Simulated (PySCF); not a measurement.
B(AsH2)2(OH) (As₂BH₅O), SMILES OB([AsH2])[AsH2].

Geometry optimised at B3LYP-D3(BJ)/def2-SVP. The structure was generated by enumeration, and PubChem lists no compound with its InChIKey, so it may never have been made. The values are those of a single conformer.

Computed with HF/def2-TZVP (PySCF).

Isolated molecule, no solvent.

```yaml
total_energy: -4570.93949 hartree
highest_occupied_level: -9.30 eV
lowest_empty_level: 2.60 eV
orbital_gap: 11.90 eV
dipole_moment: 1.81 D
quadrupole, principal values (traceless, Buckingham form, about the centre of nuclear charge): -8.70, 0.50, 8.20 D·Å
mean_static_polarisability: 77.8 bohr³ (11.53 Å³)
polarisability_principal_values: 63.1, 74.0, 96.2 bohr³
```
